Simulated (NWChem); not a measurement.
System: CH$_{8}$Si$_{2}$; SMILES [SiH2]([SiH3])C

Output (shortened):

```
             Northwest Computational Chemistry Package (NWChem) 7.3.0
             --------------------------------------------------------

                             Geometry "geometry" -> ""
                             -------------------------

 Output coordinates in angstroms (scale by  1.889725989 to convert to a.u.)

  No.       Tag          Charge          X              Y              Z
 ---- ---------------- ---------- -------------- -------------- --------------
    1 Si                  14.0000     0.19488700    -1.56659200     0.00073000
    2 Si                  14.0000    -0.61696400     0.63824300     0.00196300
    3 C                    6.0000     0.79137000     1.89305900    -0.00258100
    4 H                    1.0000    -0.92983100    -2.55312400     0.02345300
    5 H                    1.0000     1.02048400    -1.82003500    -1.22267100
    6 H                    1.0000     1.05813300    -1.80718900     1.20053800
    7 H                    1.0000    -1.47884300     0.82962300     1.21254500
    8 H                    1.0000    -1.48555900     0.82827300    -1.20403200
    9 H                    1.0000     1.42534400     1.76783000    -0.89355700
   10 H                    1.0000     1.42555100     1.77344900     0.88901400
   11 H                    1.0000     0.39502900     2.92010900    -0.00583300

 Effective nuclear repulsion energy (a.u.)     149.1713920242

                              NWChem Property Module
                              ----------------------

                                 NWChem DFT Module
                                 -----------------

 Summary of "ao basis" -> "ao basis" (spherical)
 ------------------------------------------------------------------------------
       Tag                 Description            Shells   Functions and Types
 ---------------- ------------------------------  ------  ---------------------
 Si                         6-31+g*                 10       22   5s4p1d
 C                          6-31+g*                  8       18   4s3p1d
 H                          6-31+g*                  2        2   2s

            General Information
            -------------------
          SCF calculation type: DFT
          Wavefunction type:  closed shell.
          No. of atoms     :    11
          No. of electrons :    42
           Alpha electrons :    21
            Beta electrons :    21
          Charge           :     0
          Spin multiplicity:     1
          Use of symmetry is: off; symmetry adaption is: off
          Maximum number of iterations: 150
          AO basis - number of functions:    78
                     number of shells:    44
          Convergence on energy requested:  1.00D-06
          Convergence on density requested:  1.00D-05
          Convergence on gradient requested:  5.00D-04

              XC Information
              --------------
                         B3LYP Method XC Potential
                     Hartree-Fock (Exact) Exchange  0.200
                        Slater Exchange Functional  0.800 local
                    Becke 1988 Exchange Functional  0.720 non-local
              Lee-Yang-Parr Correlation Functional  0.810
                  VWN I RPA Correlation Functional  0.190 local

             Grid Information
             ----------------
          Grid used for XC integration:  medium
          Radial quadrature: Mura-Knowles
          Angular quadrature: Lebedev.
          Tag              B.-S. Rad. Rad. Pts. Rad. Cut. Ang. Pts.
          ---              ---------- --------- --------- ---------
          Si                  1.10       88          13.0       590
          C                   0.70       49          14.0       434
          H                   0.35       45          14.0       434
          Grid pruning is: on
          Number of quadrature shells:   585
          Spatial weights used:  Erf1

      Superposition of Atomic Density Guess
      -------------------------------------

 Sum of atomic energies:        -619.28490837

      Non-variational initial energy
      ------------------------------

 Total energy =    -620.570830
 1-e energy   =   -1151.829060
 2-e energy   =     382.086839
 HOMO         =      -0.314525
 LUMO         =       0.025514

   convergence    iter        energy       DeltaE   RMS-Dens  Diis-err
 ---------------- ----- ----------------- --------- --------- ---------
 d= 0,ls=0.0,diis     1   -621.8806156435 -7.71D+02  7.08D-03  2.09D-01
 d= 0,ls=0.0,diis     2   -621.9050497870 -2.44D-02  2.92D-03  2.21D-02
 d= 0,ls=0.0,diis     3   -621.9066478446 -1.60D-03  1.12D-03  1.54D-02
 d= 0,ls=0.0,diis     4   -621.9088634436 -2.22D-03  2.18D-04  1.92D-04
 d= 0,ls=0.0,diis     5   -621.9088954876 -3.20D-05  4.86D-05  1.16D-05
  Resetting Diis
 d= 0,ls=0.0,diis     6   -621.9088975515 -2.06D-06  9.28D-06  2.16D-07
 d= 0,ls=0.0,diis     7   -621.9088975924 -4.08D-08  2.54D-06  8.18D-09

         Total DFT energy =     -621.908897592362
      One electron energy =    -1155.261796522050
           Coulomb energy =      434.449391023807
    Exchange-Corr. energy =      -50.267884118271
 Nuclear repulsion energy =      149.171392024152

 Numeric. integr. density =       41.999971526425

                       DFT Final Molecular Orbital Analysis
                       ------------------------------------

[...]

 DFT Linear Response polarizability / au
 Frequency  =       0.0000000 / au
              X              Y              Z
 -----------------------------------------------
 X      63.7005548     -1.4617879     -0.0149910
 Y      -1.4617457     78.2583232     -0.0094172
 Z      -0.0149903     -0.0094174     58.6516942
 -----------------------------------------------
 Eigenvalues =      63.5552745     78.4036579     58.6516398
 Isotropic   =      66.8701907
 Anisotropic =      17.8137916
 -----------------------------------------------

 Magnetic Dipole Response Matrix (nonzero elements):

 Exiting AOResponse driver routine
```

Level: B3LYP/6-31+G* (spherical d). Coordinates come from a PBE0/def2-SVP optimisation.

Problem. Which NWChem input produces such a log?

Solution. This is not unique; one that fits is the input that was run:
```
start job
memory heap 200 mb stack 900 mb global 1100 mb
geometry units angstroms noautosym nocenter noautoz
  Si     0.194887    -1.566592     0.000730
  Si    -0.616964     0.638243     0.001963
  C      0.791370     1.893059    -0.002581
  H     -0.929831    -2.553124     0.023453
  H      1.020484    -1.820035    -1.222671
  H      1.058133    -1.807189     1.200538
  H     -1.478843     0.829623     1.212545
  H     -1.485559     0.828273    -1.204032
  H      1.425344     1.767830    -0.893557
  H      1.425551     1.773449     0.889014
  H      0.395029     2.920109    -0.005833
end
basis spherical
  Si library 6-31+g*
  C library 6-31+g*
  H library 6-31+g*
end
dft
  xc b3lyp
  iterations 150
end
property
  response 1 0.0
end
task dft property
```
